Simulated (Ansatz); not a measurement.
`FB[AsH2]` + H₂O → `O[AsH2]` + `BF` at 500 K and 1 bar (formal hydrolysis of the As–B bond).

Gas-phase electronic energies from Ansatz, PBE0-D4/def2-TZVP geometries. CCSD(T)/CBS adds triple-zeta CCSD(T) − MP2 to the extrapolated MP2 energy (def2 sets, frozen cores). This one scheme is used for every species. For As outer-core shells are correlated without core-valence functions, which leaves a few kJ/mol of doubt a bond. Scalar relativity is left out up to krypton.

| species | CCSD(T)/CBS energy (Eh) | H − E (kJ/mol) | S (J/(mol·K)) |
| --- | --- | --- | --- |
| `FB[AsH2]` | -2361.43380 | 111.0 | 333.3 |
| H₂O | -76.37941 | 73.2 | 206.3 |
| `O[AsH2]` | -2311.97217 | 101.4 | 296.8 |
| `BF` | -125.82039 | 77.9 | 244.4 |

H − E and S are ideal-gas, rigid-rotor, harmonic terms from PBE0-D4/def2-TZVP, for one conformer and one mirror image of each species. 1 Eh = 2625.50 kJ/mol, R = 8.31446 J/(mol·K).

**Question.** By hand: ΔE, ΔH, ΔS and ΔG.

**Answer.** ΔE = (-2311.97217) + (-125.82039) − (-2361.43380) − (-76.37941) = 0.02065 Eh = 54.2 kJ/mol. Δ(H − E) = 101.4 + 77.9 − 111.0 − 73.2 = -4.9, so ΔH = 49.3 kJ/mol. ΔS = 296.8 + 244.4 − 333.3 − 206.3 = 1.6 J/(mol·K). ΔG = 49.3 − 500 × (1.6)/1000 = 48.5 kJ/mol.

**Question.** By hand: the equilibrium constant, and the temperature at which ΔG would vanish if ΔH and ΔS stayed fixed.

**Answer.** log₁₀ K = −ΔG/(RT ln 10) = -5.1. ΔG = 0 at ΔH/ΔS = 30812 K, far beyond where these terms or the molecules hold.

The number of gas molecules stays the same, so ΔS is small and ΔH decides. A doubt of 5 kJ/mol in ΔE shifts log₁₀ K by 0.5 here. Other conformers and mirror images would add mixing entropy, several J/(mol·K) or more a flexible species. These are equilibria of isolated gas molecules and say nothing of rates. Largest T1 diagnostic: 0.013 (customary marks: 0.02 for closed shells, 0.045 for open ones).
